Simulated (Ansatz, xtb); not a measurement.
A geometry optimisation of C2H3F3Ge with r2SCAN-D4/def2-SVP

The starting geometry of this gas-phase singlet was built from a drawn formula by distance geometry and a force field; its bonds are those of `F[C@@H]1[CH2][Ge]1([F])[F]`.

```csv
atom,x (Å),y (Å),z (Å)
C,-0.6644,0.4463,-2.9208
C,-1.5915,1.0464,-1.9639
F,-0.6428,1.0628,-4.1838
F,1.2656,0.3125,-0.6349
F,1.1343,2.7543,-2.3796
Ge,0.3073,1.4604,-1.5323
H,-0.5688,-0.6614,-2.8626
H,-2.0625,0.3309,-1.3030
H,-2.1767,1.9131,-2.3420
```

Predict what it relaxes into with r2SCAN-D4/def2-SVP.

It keeps its bonds, and is `F[C@@H]1[CH2][Ge]1([F])[F]`.

The energy falls by 0.82 eV over 14 steps:

```json
{"step": "1", "E − E(last) (eV)": "0.821"}
{"step": "2", "E − E(last) (eV)": "0.388"}
{"step": "4", "E − E(last) (eV)": "0.092"}
{"step": "5", "E − E(last) (eV)": "0.039"}
{"step": "7", "E − E(last) (eV)": "0.018"}
{"step": "8", "E − E(last) (eV)": "0.009"}
{"step": "10", "E − E(last) (eV)": "0.001"}
{"step": "11", "E − E(last) (eV)": "0.001"}
{"step": "13", "E − E(last) (eV)": "0.000"}
{"step": "14", "E − E(last) (eV)": "0.000"}
```

Final geometry (Å):

```yaml
atoms:
  - { symbol: C, position_ang: [-0.6591, 0.3778, -3.0572] }
  - { symbol: C, position_ang: [-1.4964, 1.0643, -1.9283] }
  - { symbol: F, position_ang: [-0.9437, 0.7183, -4.3385] }
  - { symbol: F, position_ang: [1.4178, 0.4921, -0.6089] }
  - { symbol: F, position_ang: [1.0187, 2.9192, -1.8565] }
  - { symbol: Ge, position_ang: [0.3992, 1.3113, -1.7412] }
  - { symbol: H, position_ang: [-0.5921, -0.7168, -2.9436] }
  - { symbol: H, position_ang: [-2.2372, 0.4727, -1.3750] }
  - { symbol: H, position_ang: [-1.9067, 2.0264, -2.2739] }
```

From the same start GFN2-xTB ends elsewhere, in pieces: C2H3F + F2Ge.

The end wasn't checked by frequencies. Run with Ansatz 0.2.0, 41 s on 2 threads of Intel(R) Xeon(R) Platinum 8259CL CPU @ 2.50GHz (Skylake/Cascade Lake), on a shared host.
